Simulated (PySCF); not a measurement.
## Ge¹²⁺: ionisation energy

Ge¹²⁺ [Ar] 3d2 [3d3/2^2, M_J = 2] → Ge¹³⁺ [Ar] 3d1 [3d3/2^1, M_J = 3/2], as a difference of total energies. All numbers are calculated (PySCF 2.14, the two-component X2C-1e Hamiltonian, in an uncontracted even-tempered set (17 s from 0.88 bohr⁻², ratio 2.8; 12 p from 1.1 bohr⁻², ratio 2.8; 8 d from 1.1 bohr⁻², ratio 2.8; 4 f from 3.7 bohr⁻², ratio 3)). Correlated levels: [Ne] frozen; the 76 highest virtual spinors dropped. "Screened" scales the spin-orbit matrix elements by Boettger's factors to mimic the two-electron term; Breit and QED terms are absent.

| method | ionisation energy (eV) |
| --- | --- |
| GHF (spin-free) | 367.07 |
| GMP2 (spin-free) | 367.34 |
| GHF (screened spin-orbit) | 367.17 |
| GMP2 (screened spin-orbit) | 367.43 |

Question: How much does correlation contribute at GMP2 (screened spin-orbit)?

Answer: 367.43 − (367.17) = 0.26 eV, measured against GHF (screened spin-orbit).

The spin-free rows relax to the high-spin LS determinant and lack the spin-orbit shift.

The labels give the starting determinants; with spin-orbit coupling the two ends relaxed to ⟨J²⟩ = 7.09, ⟨L²⟩ = 11.84, ⟨S²⟩ = 1.94 and ⟨J²⟩ = 3.75, ⟨L²⟩ = 6.00, ⟨S²⟩ = 0.75.

The determinant of Ge¹²⁺ mixes levels of different J (the jj label is only the starting occupation), so the difference between spin-free and spin-orbit rows is not the physical spin-orbit shift.

For comparison: 367 ± 3 eV (theoretical estimate listed by NIST; NIST Atomic Spectra Database, ionization energies).
